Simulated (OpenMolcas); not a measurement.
**Cr2+, Mo2+, W2+: d4 down the group**

```yaml
Program: OpenMolcas
Method: MS-CASPT2, IPEA 0.25 Eh, imaginary shift 0.1 Eh
Basis: ANO-RCC-VTZP
Scalar_Hamiltonian: DKH2, point nucleus
Spin-orbit_coupling: state interaction with AMFI integrals over the reference wave functions, term energies averaged over their components
```

Active space for each ion: 4 electrons in 10 orbitals (d d); closed shells correlated by CASPT2: Cr2+ 3s 3p; Mo2+ 4s 4p; W2+ 5s 5p.

Computed levels in cm-1 above 5D0:

```json
{"Level": "5D1", "Cr2+": "67.0", "Mo2+": "237", "W2+": "2360"}
{"Level": "5D2", "Cr2+": "199", "Mo2+": "660", "W2+": "4670"}
{"Level": "5D3", "Cr2+": "390", "Mo2+": "1217", "W2+": "6610"}
{"Level": "5D4", "Cr2+": "637", "Mo2+": "1872", "W2+": "8190"}
{"Level": "3P0(1)", "Cr2+": "17260", "Mo2+": "11920", "W2+": "11460"}
{"Level": "3P1(1)", "Cr2+": "17660", "Mo2+": "13140", "W2+": "15260"}
{"Level": "3H4", "Cr2+": "17880", "Mo2+": "13700", "W2+": "15210"}
{"Level": "3H5", "Cr2+": "18030", "Mo2+": "14280", "W2+": "18480"}
{"Level": "3H6", "Cr2+": "18200", "Mo2+": "14820", "W2+": "20210"}
{"Level": "weight of 5D in the lowest level (%)", "Cr2+": "100", "Mo2+": "98", "W2+": "68"}
```

Mixed levels, with the weight of the term that names them: W2+ 5D0 (68 %), W2+ 3P0(1) (60 %), W2+ 3H4 (58 %).

Measured, with the error of the calculation in %. Measured levels: Cr2+ from Sugar and Corliss, J. Phys. Chem. Ref. Data 6, 317 (1977); Mo2+ from Sugar and Musgrove, J. Phys. Chem. Ref. Data 17, 155 (1988); W2+ from NIST levels as listed in McCann et al., Mon. Not. R. Astron. Soc. 538, 537 (2025).

```
 Level          Cr2+          Mo2+            W2+
   5D1   62.2 (+7.7)    242 (-2.0)    2256 (+4.5)
   5D2    183 (+8.4)    668 (-1.2)    4461 (+4.6)
   5D3    357 (+9.5)   1224 (-0.6)    6278 (+5.2)
   5D4   576 (+10.6)      1872 (0)    7687 (+6.5)
3P0(1)  16771 (+2.9)  11149 (+6.9)   9904 (+15.7)
3P1(1)  17169 (+2.8)  12510 (+5.1)  12881 (+18.4)
   3H4  17274 (+3.5)  12680 (+8.1)  13701 (+11.0)
   3H5  17397 (+3.6)  13276 (+7.6)               
   3H6  17531 (+3.8)  13811 (+7.3)
```

The fine-structure level 5D4 changes by a factor of 12.9 from Cr2+ to W2+.

Without spin-orbit coupling 3P(1) lies 17610, 12790, 9870 cm-1 above 5D in that order; the difference to the level 3P0(1), of either sign, comes from spin-orbit coupling, which also lowers the zero.

CASPT2 breaks the degeneracy within a term, and the mean is taken; among the terms shown or strongly mixed into the levels shown the widest spread is 910 cm-1 (5d4 1I, W2+). Over all roots computed the reference weight is 0.89 to 0.95 in W2+; the roots of lowest weight are the least certain, and an intruder state may touch them. The CASPT2 spread within a term exceeds the gap to the next term for 3d4 3P(1) and 3d4 3H, so the order of their levels is uncertain (figures for Cr2+; the like holds for W2+). Active for correlation alone: 4d; no level in the range computed is led by a configuration that fills it, so any true level of that kind is missing (holds for Cr2+). Active for correlation alone: 5d; no level in the range computed is led by a configuration that fills it, so any true level of that kind is missing (holds for Mo2+). Active for correlation alone: 6d; no level in the range computed is led by a configuration that fills it, so any true level of that kind is missing (holds for W2+). Some terms miss by over 15 % even with CASPT2, which points to a basis or an active space too small for the shells correlated (holds for W2+). Computed and measured levels are paired by configuration, term and J; levels that our copy of the source lacks, or whose pairing is in doubt (as where it misses far off the trend of its configuration), stay unpaired and out of the deviations. Only configurations of the active space appear.

A number in round brackets counts repeated terms of one configuration in the order of the reference energies.
